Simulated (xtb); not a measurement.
Input for xtb:
```
$ xtb mol.xyz --gfn 1 --alpb cs2 --json

# file mol.xyz
4

Si    -0.92407983     0.23504307     0.07848500
Si     1.18532325    -0.25526291    -0.12904727
H     -2.08110937     1.11348724    -0.18178411
H     -1.57629850    -0.83040946     0.88965591
```

Estimate the HOMO-LUMO gap that GFN1-xTB with ALPB(cs2) run with xtb returns for this input.

0.49 eV

Estimate the dipole moment that GFN1-xTB with ALPB(cs2) returns for this input.

2.88 D

What total energy does GFN1-xTB with ALPB(cs2) give?

-4.5853 Eh

What is the computed partial charges in atom order (GFN1-xTB with ALPB(cs2))?

Si1 -0.07, Si2 0.18, H3 -0.05, H4 -0.06
